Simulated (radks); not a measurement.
Values are calculated unless marked as measured or tabulated.
Task: The mean radii <r> (bohr) of the occupied orbitals of an atom or ion are listed with their occupations. Code: a radial shooting solver on a logarithmic mesh with Libxc functionals. Model: scalar-relativistic Kohn-Sham, PBE, spin-unpolarised, spherical densities, finite nucleus; Fermi nuclear charge, rms radius of each element as measured or else 0.836 A^(1/3) + 0.57 fm.

orbital  occ.      <r>
1s          2  0.01932
2s          2  0.08184
2p          6  0.07292
3s          2   0.2126
3p          6   0.2123
3d         10   0.1925
4s          2   0.4780
4p          6   0.5079
4d         10   0.5477
5s          2    1.166
5p          6    1.370
4f         14   0.7164

Name the element and its charge.

Result: Z = 71, lutetium, charge +3: Lu3+ in [Xe] 4f14. The 1s radius gives Z: for a bare nucleus <r> = (2 gamma + 1)/(2Z) with gamma = sqrt(1 - (Z/c)^2), 0.01909 bohr for Z = 71, and screening makes it slightly larger (0.01932 here). The occupations add up to 68, and the charge is Z minus that.
